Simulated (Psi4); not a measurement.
C$_{5}$H$_{4}$, singlet, at a GFN2-xTB geometry; Psi4 1.11 with PBE/3-21G.

The Psi4 input:
```
memory 2 GB

molecule mol {
0 1
C     2.272536    0.675986    0.362508
C     1.288233    0.099900   -0.011839
C     0.145817   -0.595665   -0.466987
C    -1.071217   -0.265037   -0.129753
C    -2.276169    0.059855    0.202251
H     3.130405    1.181524    0.691418
H     0.329604   -1.437287   -1.125271
H    -2.857479    0.759822   -0.377736
H    -2.757736   -0.354288    1.074512
}

set {
  basis 3-21g
  reference rks
}

energy('pbe')
print_variables()
```

The log (banner, timings and long lists left out):

```
   => Loading Basis Set <=

    Name: 3-21G
    Role: ORBITAL
    Keyword: BASIS

         ---------------------------------------------------------
                                   SCF
               by Justin Turney, Rob Parrish, Andy Simmonett
                          and Daniel G. A. Smith
                              RKS Reference
         ---------------------------------------------------------

  ==> Geometry <==

    Molecular point group: c1
    Full point group: C1

    Geometry (in Angstrom), charge = 0, multiplicity = 1:

       Center              X                  Y                   Z               Mass
    ------------   -----------------  -----------------  -----------------  -----------------
         C            2.239140934785     0.678306568797     0.366581939129    12.000000000000
         C            1.254837934785     0.102220568797    -0.007765060871    12.000000000000
         C            0.112421934785    -0.593344431203    -0.462913060871    12.000000000000
         C           -1.104612065215    -0.262716431203    -0.125679060871    12.000000000000
         C           -2.309564065215     0.062175568797     0.206324939129    12.000000000000
         H            3.097009934785     1.183844568797     0.695491939129     1.007825032230
         H            0.296208934785    -1.434966431203    -1.121197060871     1.007825032230
         H           -2.890874065215     0.762142568797    -0.373662060871     1.007825032230
         H           -2.791131065215    -0.351967431203     1.078585939129     1.007825032230

  Running in c1 symmetry.

  Rotational constants: A =      0.85656  B =      0.08929  C =      0.08219 [cm^-1]
  Rotational constants: A =  25679.06740  B =   2676.77725  C =   2464.11711 [MHz]
  Nuclear repulsion =  125.146146540976346

  Charge       = 0
  Multiplicity = 1
  Electrons    = 34
  Nalpha       = 17
  Nbeta        = 17

  ==> Algorithm <==

  SCF Algorithm Type is DF.
  DIIS enabled.
  MOM disabled.
  Fractional occupation disabled.
  Guess Type is SAD.
  Energy threshold   = 1.00e-06
  Density threshold  = 1.00e-06
  Integral threshold = 1.00e-12

  ==> Primary Basis <==

  Basis Set: 3-21G
    Blend: 3-21G
    Number of shells: 33
    Number of basis functions: 53
    Number of Cartesian functions: 53
    Spherical Harmonics?: false
    Max angular momentum: 1

  ==> DFT Potential <==

   => LibXC <=

    Version 7.1.2
    S. Lehtola, C. Steigemann, M. J. T. Oliveira, and M. A. L. Marques,  SoftwareX 7, 1–5 (2018) (10.1016/j.softx.2017.11.002)

   => Composite Functional: PBE <=

    PBE GGA Exchange-Correlation Functional

    J.P. Perdew et. al., Phys. Rev. Lett., 77(18), 3865-3868, 1996

    Deriv               =              1
    GGA                 =           TRUE
    Meta                =          FALSE

    Exchange Hybrid     =          FALSE
    MP2 Hybrid          =          FALSE

   => Exchange Functionals <=

    1.0000     XC_GGA_X_PBE

   => Correlation Functionals <=

    1.0000     XC_GGA_C_PBE

   => LibXC Density Thresholds  <==

    XC_GGA_C_PBE:  1.00E-12
    XC_GGA_X_PBE:  1.00E-15

   => Molecular Quadrature <=

    Radial Scheme          =       TREUTLER
    Pruning Scheme         =           NONE
    Nuclear Scheme         =       TREUTLER

    Blocking Scheme        =         OCTREE
    BS radius alpha        =              1
    Pruning alpha          =              1
    Radial Points          =             75
    Spherical Points       =            302
    Total Points           =         191622
    Total Blocks           =           1478
    Max Points             =            256
    Max Functions          =             51
    Weights Tolerance      =       1.00E-15

   => Loading Basis Set <=

    Name: (3-21G AUX)
    Role: JKFIT
    Keyword: DF_BASIS_SCF

  ==> Integral Setup <==

  SCF_SUBTYPE=INCORE selected. In-core MEM_DF algorithm will be used.
  Using in-core AOs.

  ==> MemDFJK: Density-Fitted J/K Matrices <==

    J tasked:                   Yes
    K tasked:                    No
    wK tasked:                   No
    Algorithm:                 Core
    Schwarz Cutoff:           1E-12
    Mask sparsity (%):       4.5568
    Fitting Condition:        1E-10

   => Auxiliary Basis Set <=

  Basis Set: (3-21G AUX)
    Blend: DEF2-UNIVERSAL-JKFIT
    Number of shells: 149
    Number of basis functions: 525
    Number of Cartesian functions: 525
    Spherical Harmonics?: false
    Max angular momentum: 4

  Minimum eigenvalue in the overlap matrix is 1.0944540247E-03.
  Reciprocal condition number of the overlap matrix is 2.7172863722E-04.
    Using symmetric orthogonalization.

  ==> Pre-Iterations <==

  SCF Guess: Superposition of Atomic Densities via on-the-fly atomic UHF (no occupation information).

   -------------------------
    Irrep   Nso     Nmo
   -------------------------
     A         53      53
   -------------------------
    Total      53      53
   -------------------------

  ==> Iterations <==

                           Total Energy        Delta E     RMS |[F,P]|

   @DF-RKS iter SAD:  -190.97324399450005   -1.90973e+02   0.00000e+00
   @DF-RKS iter   1:  -191.20583876078283   -2.32595e-01   1.33096e-02 ADIIS/DIIS
   @DF-RKS iter   2:  -191.21972206781808   -1.38833e-02   1.27290e-02 ADIIS/DIIS
   @DF-RKS iter   3:  -191.47166109618277   -2.51939e-01   2.53485e-03 ADIIS/DIIS
   @DF-RKS iter   4:  -191.47932167121121   -7.66058e-03   1.17833e-03 ADIIS/DIIS
   @DF-RKS iter   5:  -191.48085850346251   -1.53683e-03   5.54838e-04 ADIIS/DIIS
   @DF-RKS iter   6:  -191.48130891261675   -4.50409e-04   1.18001e-04 ADIIS/DIIS
   @DF-RKS iter   7:  -191.48133168602837   -2.27734e-05   1.66544e-05 DIIS
   @DF-RKS iter   8:  -191.48133208248183   -3.96453e-07   6.36787e-06 DIIS
   @DF-RKS iter   9:  -191.48133214273275   -6.02509e-08   3.52770e-06 DIIS
   @DF-RKS iter  10:  -191.48133216246518   -1.97324e-08   4.64673e-07 DIIS
  Energy and wave function converged.

  ==> Post-Iterations <==

   Electrons on quadrature grid:
      Ntotal   =   33.9999961010 ; deviation = -3.899e-06

    Orbital Energies [Eh]
    ---------------------

    Doubly Occupied:

[...]
    Virtual:

[...]
    Final Occupation by Irrep:
              A
    DOCC [    17 ]
    NA   [    17 ]
    NB   [    17 ]

  @DF-RKS Final Energy:  -191.48133216246518

   => Energetics <=

    Nuclear Repulsion Energy =            125.1461465409763463
    One-Electron Energy =                -503.8489391099718091
    Two-Electron Energy =                 215.3665482258226689
    DFT Exchange-Correlation Energy =     -28.1450878192924066
    Empirical Dispersion Energy =           0.0000000000000000
    VV10 Nonlocal Energy =                  0.0000000000000000
    Total Energy =                       -191.4813321624651792

Computation Completed

Properties will be evaluated at   0.000000,   0.000000,   0.000000 [a0]

Properties computed using the SCF density matrix

 Multipole Moments:

 ------------------------------------------------------------------------------------
     Multipole            Electronic (a.u.)      Nuclear  (a.u.)        Total (a.u.)
 ------------------------------------------------------------------------------------

 L = 1.  Multiply by 2.5417464519 to convert [e a0] to [Debye]
 Dipole X            :          1.8756037           -2.1456673           -0.2700635
 Dipole Y            :         -0.1768364            0.1491076           -0.0277288
 Dipole Z            :         -0.2644828            0.2617591           -0.0027238
 Magnitude           :                                                    0.2714970

 ------------------------------------------------------------------------------------

  Variable Map:
  ----------------------------------------------------------------------------
[...]
  Array Variable Map:
  ----------------------------------------------------------------------------
[...]
[...]
```
